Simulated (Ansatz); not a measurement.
Molecule: sum formula GeHBr$_{2}$ (charge -1, singlet). It need not be the lowest isomer of its formula. Whether it binds its extra electron was not tested at this geometry. 
Coordinates optimised at B3LYP-D3(BJ)/def2-TZVP (Ansatz, an electronic-structure program):
```
Ge
H 1 1.6129
Br 1 2.5391 2 91.75
Br 1 2.5391 2 91.75 3 -101.62
```
Charge -1, spin multiplicity 1.

Total electronic energies in hartree. Correlated levels leave the core frozen unless marked. No spin-orbit coupling. Frozen are the shells of the preceding noble gas and the d and f shells that filled before the atom's block. Non-relativistic. CBS(X,Y): correlation extrapolated as X^-3; Hartree-Fock from the larger set.

```csv
level,program,energy (Eh)
HF/cc-pVQZ,Ansatz,-7221.06944
RI-HF/aug-cc-pVTZ,Ansatz,-7221.06202
RI-HF/cc-pVTZ,Ansatz,-7221.05921
BLYP-D4/def2-TZVPD,Ansatz + dftd4,-7226.20178
r2SCAN-D3(BJ)/def2-TZVPD,Ansatz + dftd3,-7226.04243
B3LYP-D3(BJ)/def2-TZVPD,Ansatz + dftd3,-7226.19800
PBE0-D3(BJ)/def2-TZVPD,Ansatz + dftd3,-7225.22646
CAM-B3LYP/def2-TZVPD,Ansatz,-7226.45293
LC-wPBE-D3(BJ)/def2-TZVPD,Ansatz + dftd3,-7225.09060
B2PLYP-D4/def2-TZVPD,Ansatz + dftd4,-7224.83408
SCS-MP2/aug-cc-pVDZ,Ansatz,-7221.18039
SCS-MP2/cc-pV5Z,Ansatz,-7221.57890
CCSD/6-31G,Ansatz,-7219.99946
CCSD(T)/cc-pVDZ,Ansatz,-7221.18742
"CCSD(T)/CBS(aug-cc-pVTZ,aug-cc-pVQZ)",Ansatz,-7221.6497
```

Totals of different functionals don't rank their quality; only differences between species are comparable.
